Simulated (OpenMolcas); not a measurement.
## BSe at 1.736 Å: OpenMolcas input and output

Input (each module block was a call of its own in one work directory; start orbitals came from a preliminary run):

```
&GATEWAY
Coord
2
angstrom
Se 0.0 0.0 0.0
B 0.0 0.0 1.7360
Basis=ANO-RCC-VTZP
Group=XY
RX2C
AMFI
ANGMom
0.0 0.0 0.0
RICD
&SEWARD
&GUESSORB
* RASSCF and CASPT2 blocks for each multiplicity and irrep, as for the first:
&RASSCF
FileOrb=$CurrDir/o21.orb
Symmetry=1
Spin=2
nActEl=7 0 0
Inactive=10 6
RAS2=3 4
CIRoot=7 7 1
Linear
Iterations=120 100
OrbListing=Nothing
PRWF=0.15
>>COPY $Project.RasOrb $CurrDir/o21.orb
>>COPY $Project.rasscf.h5 $CurrDir/r21.h5
&CASPT2
XMultistate=all
Imaginary=0.2
IPEA=0.25
MaxIter=40
>>COPY $Project.JobMix JOB001
&RASSI
Nr of JobIphs=3 7 4 4
1 2 3 4 5 6 7
1 2 3 4
1 2 3 4
SpinOrbit
EJob
Omega
MEES
MESO
Properties=4
'AngMom' 3 'Mltpl  1' 1 'Mltpl  1' 2 'Mltpl  1' 3
Thrs=1.0d-4
>>COPY $Project.rassi.h5 $CurrDir/so.h5
```

```bash
pymolcas m.inp
```

C2 symmetry about the axis (a holds Σ, Δ, Γ; b holds Π, Φ, H; Σ⁺ and Σ⁻ are not told apart); roots by multiplicity and irrep: 2a 7, 2b 4, 4a 4.

RASSI part of the output, in excerpt:

```
SPIN-FREE ENERGIES:
  (Shifted by EMIN (a.u.) =      -2452.9705807201)
 SF State       Relative EMIN(au)   Rel lowest level(eV)    D:o, cm**(-1)      Abs_M
     1             0.0000000000        0.0000000000              0.0000         0.0
     8             0.0831537260        2.2627281563          18250.1334         1.0
     9             0.0831537266        2.2627281728          18250.1335         1.0
    12             0.1378461391        3.7509845339          30253.7306         0.0
    13             0.1584415627        4.3114145607          34773.9036         2.0
    14             0.1585567150        4.3145480138          34799.1766         2.0
    10             0.1710112236        4.6534524569          37532.6253         1.0
    11             0.1710112431        4.6534529886          37532.6295         1.0
    15             0.1749094769        4.7595293329          38388.1930         0.0
     2             0.1770406004        4.8175201586          38855.9205         0.0
     3             0.1816271622        4.9423268643          39862.5545         0.0
     4             0.1817303569        4.9451349344          39885.2031         2.0
     5             0.1819298443        4.9505632630          39928.9855         2.0
     6             0.2284957262        6.2176854604          50149.0153         2.0
     7             0.2285873632        6.2201790320          50169.1273         2.0
++ Dipole transition strengths (spin-free states):
     for osc. strength at least  1.00000000E-05
      From   To        Osc. strength     Einstein coefficients Ax, Ay, Az (sec-1)    Total A (sec-1)
         1    8       2.81944748E-03  1.69357380E+04  6.09444894E+05  0.00000000E+00  6.26380632E+05
         1    9       2.81944743E-03  6.09444884E+05  1.69357462E+04  0.00000000E+00  6.26380630E+05
         1   10       6.52851163E-03  9.28325296E+05  5.20610581E+06  0.00000000E+00  6.13443111E+06
         1   11       6.52852112E-03  5.20611570E+06  9.28325727E+05  0.00000000E+00  6.13444143E+06
         1    2       2.58506659E-03  0.00000000E+00  0.00000000E+00  2.60332485E+06  2.60332485E+06
         8   10       2.22787354E-03  0.00000000E+00  0.00000000E+00  5.52534089E+05  5.52534089E+05
         8   11       1.22024065E-04  0.00000000E+00  0.00000000E+00  3.02631565E+04  3.02631565E+04
         8    2       6.16777156E-03  4.72803388E+04  1.69954276E+06  0.00000000E+00  1.74682309E+06
         8    4       3.07689806E-05  4.66646327E+02  9.14000289E+03  0.00000000E+00  9.60664922E+03
         8    5       2.66996650E-05  7.96627527E+03  4.03631226E+02  0.00000000E+00  8.36990650E+03
         8    6       1.76565196E-02  1.11471254E+07  8.36776623E+05  0.00000000E+00  1.19839020E+07
         8    7       1.76615780E-02  8.38153992E+05  1.11643019E+07  0.00000000E+00  1.20024559E+07
         9   10       1.22024058E-04  0.00000000E+00  0.00000000E+00  3.02631407E+04  3.02631407E+04
         9   11       2.22787314E-03  0.00000000E+00  0.00000000E+00  5.52534228E+05  5.52534228E+05
         9    2       6.16777189E-03  1.69954285E+06  4.72803217E+04  0.00000000E+00  1.74682317E+06
         9    4       3.07688425E-05  9.13997230E+03  4.66633686E+02  0.00000000E+00  9.60660598E+03
         9    5       2.66995370E-05  4.03635797E+02  7.96623046E+03  0.00000000E+00  8.36986625E+03
         9    6       1.76565153E-02  8.36776323E+05  1.11471227E+07  0.00000000E+00  1.19838990E+07
         9    7       1.76615805E-02  1.11643037E+07  8.38153807E+05  0.00000000E+00  1.20024575E+07
        10    2       3.54430749E-04  6.25377755E+01  3.51449631E+02  0.00000000E+00  4.13987407E+02
        10    3       4.37259229E-04  1.34344829E+03  2.39864318E+02  0.00000000E+00  1.58331261E+03
        10    4       4.82364228E-04  3.33855402E+02  1.44690431E+03  0.00000000E+00  1.78075972E+03
        10    5       4.88888686E-04  1.52163273E+03  3.51016478E+02  0.00000000E+00  1.87264921E+03
        10    6       1.31232745E-03  1.07143574E+05  3.21896388E+04  0.00000000E+00  1.39333212E+05
        10    7       1.30152900E-03  3.20775214E+04  1.06550115E+05  0.00000000E+00  1.38627637E+05
        11    2       3.54429490E-04  3.51446306E+02  6.25369479E+01  0.00000000E+00  4.13983254E+02
        11    3       4.37251662E-04  2.39858630E+02  1.34342075E+03  0.00000000E+00  1.58327938E+03
        11    4       4.82368218E-04  1.44690484E+03  3.33863119E+02  0.00000000E+00  1.78076796E+03
        11    5       4.88890878E-04  3.51012684E+02  1.52163822E+03  0.00000000E+00  1.87265090E+03
        11    6       1.31232756E-03  3.21896549E+04  1.07143475E+05  0.00000000E+00  1.39333130E+05
        11    7       1.30152964E-03  1.06550074E+05  3.20775370E+04  0.00000000E+00  1.38627611E+05
         4    7       2.94446359E-04  0.00000000E+00  0.00000000E+00  2.07714181E+04  2.07714181E+04
         5    6       2.80727773E-04  0.00000000E+00  0.00000000E+00  1.95583371E+04  1.95583371E+04
 Electric-quadrupole - electric-quadrupole not included
 Electric-dipole - electric-octupole not included
 Electric-dipole - magnetic-quadrupole not included
   Eigenvalues of complex Hamiltonian:
  (Shifted by EMIN (a.u.) =      -2452.9705807201)
 SO State       Relative EMIN(au)   Rel lowest level(eV)    D:o, cm**(-1)      Omega
     1            -0.0001320126        0.0000000000              0.0000         0.5
     2            -0.0001320126        0.0000000000              0.0000         0.5
     3             0.0799340537        2.1787086546          17572.4704         1.5
     4             0.0799340537        2.1787086546          17572.4704         1.5
     5             0.0863286708        2.3527150524          18975.9266         0.5
     6             0.0863286708        2.3527150524          18975.9266         0.5
     7             0.1372921743        3.7395026293          30161.1228         1.5
     8             0.1372921743        3.7395026293          30161.1228         1.5
     9             0.1376142035        3.7482654900          30231.8000         0.5
    10             0.1376142035        3.7482654900          30231.8000         0.5
    11             0.1560062892        4.2487396391          34268.3962         3.5
    12             0.1560062892        4.2487396391          34268.3962         3.5
    13             0.1572470921        4.2825036063          34540.7210         2.5
    14             0.1572470921        4.2825036063          34540.7210         2.5
    15             0.1586696055        4.3212121678          34852.9266         1.5
    16             0.1586696055        4.3212121678          34852.9266         1.5
    17             0.1601863090        4.3624837715          35185.8045         0.5
    18             0.1601863090        4.3624837715          35185.8045         0.5
    19             0.1703432831        4.6388691185          37415.0027         0.5
    20             0.1703432831        4.6388691185          37415.0027         0.5
    21             0.1712513055        4.6635776655          37614.2906         1.5
    22             0.1712513055        4.6635776655          37614.2906         1.5
    23             0.1743126745        4.7468817602          38286.1834         0.5
    24             0.1743126745        4.7468817602          38286.1834         0.5
    25             0.1763942611        4.8035246172          38743.0389         1.5
    26             0.1763942611        4.8035246172          38743.0389         1.5
    27             0.1780907306        4.8496879035          39115.3709         0.5
    28             0.1780907306        4.8496879035          39115.3709         0.5
    29             0.1808728069        4.9253920552          39725.9660         1.5
    30             0.1808728069        4.9253920552          39725.9660         1.5
    31             0.1818347644        4.9515682528          39937.0913         0.5
    32             0.1818347644        4.9515682528          39937.0913         0.5
    33             0.1838705224        5.0069640502          40383.8885         2.5
    34             0.1838705224        5.0069640502          40383.8885         2.5
    35             0.2252430717        6.1327684686          49464.1135         2.5
    36             0.2252430717        6.1327684686          49464.1135         2.5
    37             0.2318889543        6.3136121476          50922.7162         1.5
    38             0.2318889543        6.3136121476          50922.7162         1.5
 Weights of the five most important spin-orbit-free states for each spin-orbit state.
 SO State  Total energy (au)           Spin-free states, spin, and weights
    1        -0.000132       1 0.5  0.9989    8 0.5  0.0003    9 0.5  0.0003   15 1.5  0.0003    3 0.5  0.0000
    2        -0.000132       1 0.5  0.9989    8 0.5  0.0003    9 0.5  0.0003   15 1.5  0.0003    3 0.5  0.0000
    3         0.079934       8 0.5  0.4998    9 0.5  0.4998   12 1.5  0.0001   15 1.5  0.0000    4 0.5  0.0000
    4         0.079934       8 0.5  0.4998    9 0.5  0.4998   12 1.5  0.0001   15 1.5  0.0000    4 0.5  0.0000
    5         0.086329       9 0.5  0.4992    8 0.5  0.4992    1 0.5  0.0007    2 0.5  0.0006   13 1.5  0.0001
    6         0.086329       9 0.5  0.4992    8 0.5  0.4992    1 0.5  0.0007    2 0.5  0.0006   13 1.5  0.0001
    7         0.137292      12 1.5  0.9855   15 1.5  0.0112   10 0.5  0.0016   11 0.5  0.0016    8 0.5  0.0001
    8         0.137292      12 1.5  0.9855   15 1.5  0.0112   10 0.5  0.0016   11 0.5  0.0016    8 0.5  0.0001
    9         0.137614      12 1.5  0.9942    3 0.5  0.0031   15 1.5  0.0013   10 0.5  0.0007   11 0.5  0.0007
   10         0.137614      12 1.5  0.9942    3 0.5  0.0031   15 1.5  0.0013   10 0.5  0.0007   11 0.5  0.0007
   11         0.156006      13 1.5  0.5130   14 1.5  0.4870   10 0.5  0.0000   11 0.5  0.0000   15 1.5  0.0000
   12         0.156006      13 1.5  0.5130   14 1.5  0.4870   10 0.5  0.0000   11 0.5  0.0000   15 1.5  0.0000
   13         0.157247      13 1.5  0.5316   14 1.5  0.4528    4 0.5  0.0083    5 0.5  0.0071    7 0.5  0.0001
   14         0.157247      13 1.5  0.5316   14 1.5  0.4528    4 0.5  0.0083    5 0.5  0.0071    7 0.5  0.0001
   15         0.158670      14 1.5  0.5229   13 1.5  0.4441    5 0.5  0.0110    4 0.5  0.0099   10 0.5  0.0059
   16         0.158670      14 1.5  0.5229   13 1.5  0.4441    5 0.5  0.0110    4 0.5  0.0099   10 0.5  0.0059
   17         0.160186      14 1.5  0.4728   13 1.5  0.4474   10 0.5  0.0394   11 0.5  0.0394   15 1.5  0.0005
   18         0.160186      14 1.5  0.4728   13 1.5  0.4474   10 0.5  0.0394   11 0.5  0.0394   15 1.5  0.0005
   19         0.170343      10 0.5  0.4256   11 0.5  0.4255   15 1.5  0.0636   14 1.5  0.0386   13 1.5  0.0380
   20         0.170343      10 0.5  0.4256   11 0.5  0.4255   15 1.5  0.0636   14 1.5  0.0386   13 1.5  0.0380
   21         0.171251      11 0.5  0.3865   10 0.5  0.3865   15 1.5  0.2047    4 0.5  0.0073    5 0.5  0.0071
   22         0.171251      11 0.5  0.3865   10 0.5  0.3865   15 1.5  0.2047    4 0.5  0.0073    5 0.5  0.0071
   23         0.174313      15 1.5  0.6800    2 0.5  0.2549   11 0.5  0.0294   10 0.5  0.0294    3 0.5  0.0019
   24         0.174313      15 1.5  0.6800    2 0.5  0.2549   11 0.5  0.0294   10 0.5  0.0294    3 0.5  0.0019
   25         0.176394      15 1.5  0.7808   11 0.5  0.0951   10 0.5  0.0951   12 1.5  0.0141    4 0.5  0.0074
   26         0.176394      15 1.5  0.7808   11 0.5  0.0951   10 0.5  0.0951   12 1.5  0.0141    4 0.5  0.0074
   27         0.178091       2 0.5  0.7394   15 1.5  0.2541   11 0.5  0.0026   10 0.5  0.0026   12 1.5  0.0004
   28         0.178091       2 0.5  0.7394   15 1.5  0.2541   11 0.5  0.0026   10 0.5  0.0026   12 1.5  0.0004
   29         0.180873       4 0.5  0.5067    5 0.5  0.4435   13 1.5  0.0131   14 1.5  0.0121   11 0.5  0.0107
   30         0.180873       4 0.5  0.5067    5 0.5  0.4435   13 1.5  0.0131   14 1.5  0.0121   11 0.5  0.0107
   31         0.181835       3 0.5  0.9909   12 1.5  0.0035   11 0.5  0.0023   10 0.5  0.0023    2 0.5  0.0007
   32         0.181835       3 0.5  0.9909   12 1.5  0.0035   11 0.5  0.0023   10 0.5  0.0023    2 0.5  0.0007
   33         0.183871       5 0.5  0.5243    4 0.5  0.4604   14 1.5  0.0082   13 1.5  0.0072   11 0.5  0.0000
   34         0.183871       5 0.5  0.5243    4 0.5  0.4604   14 1.5  0.0082   13 1.5  0.0072   11 0.5  0.0000
   35         0.225243       6 0.5  0.5068    7 0.5  0.4930   14 1.5  0.0001   13 1.5  0.0001    4 0.5  0.0000
   36         0.225243       6 0.5  0.5068    7 0.5  0.4930   14 1.5  0.0001   13 1.5  0.0001    4 0.5  0.0000
   37         0.231889       7 0.5  0.5066    6 0.5  0.4928   11 0.5  0.0002   10 0.5  0.0002   13 1.5  0.0001
   38         0.231889       7 0.5  0.5066    6 0.5  0.4928   11 0.5  0.0002   10 0.5  0.0002   13 1.5  0.0001
++ Dipole transition strengths (SO states):
        for osc. strength at least   1.00000000E-05
      From   To        Osc. strength     Einstein coefficients Ax, Ay, Az (sec-1)    Total A (sec-1)
         1    3       2.74328497E-03  2.82519707E+05  2.82519769E+05  0.00000000E+00  5.65039475E+05
         1    5       2.88563221E-03  3.46544667E+05  3.46544624E+05  0.00000000E+00  6.93089291E+05
         1    6       2.05171432E-05  0.00000000E+00  0.00000000E+00  4.92793649E+03  4.92793649E+03
         1    7       2.34096293E-05  7.10234482E+03  7.10234555E+03  0.00000000E+00  1.42046904E+04
         1   10       1.00064695E-05  3.05015042E+03  3.05014847E+03  0.00000000E+00  6.10029889E+03
         1   16       7.81568520E-05  3.16633709E+04  3.16634650E+04  0.00000000E+00  6.33268358E+04
         1   17       5.36771005E-04  2.21633835E+05  2.21634029E+05  0.00000000E+00  4.43267864E+05
         1   19       5.64221377E-03  2.63419860E+06  2.63425700E+06  0.00000000E+00  5.26845560E+06
         1   20       3.70874952E-05  0.00000000E+00  0.00000000E+00  3.46307017E+04  3.46307017E+04
...
```

Only roots inside an energy window near the equilibrium distance were included, so the list of states is not complete; labels number the states computed. Each spin and symmetry block has orbitals of its own, averaged over its own roots, so gaps between blocks are less sure than gaps within one and near the minimum can be off by tenths of an eV, in bad cases by more. No Rydberg orbitals are active, so Rydberg states, and σ→σ* states whose orbital the CASSCF left unused, can be missing between those listed. CASPT2 splits the two components of degenerate states numerically, here by up to 44 cm⁻¹. No roots were computed in block 4b (none fell in the window or the block failed), so states of that kind are missing and can lie low or lowest.
